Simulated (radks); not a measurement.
The numbers below are computed, except where a source is named.
All-electron atom: Rb26+ in [He] 2s2 2p5.75 3s1 3p0.25 (fractional occupations, a model configuration).

Code: a radial shooting solver on a logarithmic mesh with Libxc functionals. Model: scalar-relativistic Kohn-Sham, exchange-only LDA, spin-polarised, spherical densities, point nucleus; open shells are filled with parallel spins first (spin-orbit coupling, left out, can overturn this in heavy ions).

Energy parts (eV):
total: -67865.091
kinetic: 69790.873
electron-nucleus: -146438.884
Hartree: 10321.856
exchange: -1538.936

Orbitals (lengths in bohr, moments of r in powers of bohr; r(max) is where P^2 peaks; r(90%) holds 90 % of the orbital's charge):
orbital  occ.  eigenvalue (eV)  <1/r>   r(max)  r(90%)       <r^4>
1s up       1        -16321.14  37.85  0.02631  0.0721  0.00001234
1s down     1        -16317.06  37.85  0.02631  0.0721  0.00001234
2s up       1        -3233.733  8.595   0.1483   0.269    0.002170
2s down     1        -3228.556  8.597   0.1483   0.268    0.002160
2p up       3        -3024.142  8.391   0.1181   0.246    0.001521
2p down  2.75        -3018.694  8.392   0.1181   0.246    0.001514
3s up       1        -1278.735  3.469   0.4037   0.617     0.06176
3s down     0        -1259.938  3.477   0.4025   0.617     0.06191
3p up    0.25        -1212.635  3.375   0.3880   0.609     0.05776
3p down     0        -1194.557  3.387   0.3863   0.609     0.05776
3d up       0        -1126.590  3.215   0.3115   0.557     0.03920
3d down     0        -1111.918  3.237   0.3083   0.554     0.03857
4s up       0        -676.1644  1.872   0.7991    1.11      0.6766
4s down     0        -667.3364  1.848   0.8046    1.12      0.7012

The highest occupied level is 3p up at -1212.6 eV. The configuration is held as typed, so some empty levels lie below it. Summed over all electrons, <r^2> = 0.4916 bohr^2, which gives a Langevin (diamagnetic) susceptibility term of -0.389 x 10^-6 cm^3/mol. The density falls to 0.001 e/bohr^3 at r = 1.01 bohr. Spin moment in Bohr magnetons: 1.5.
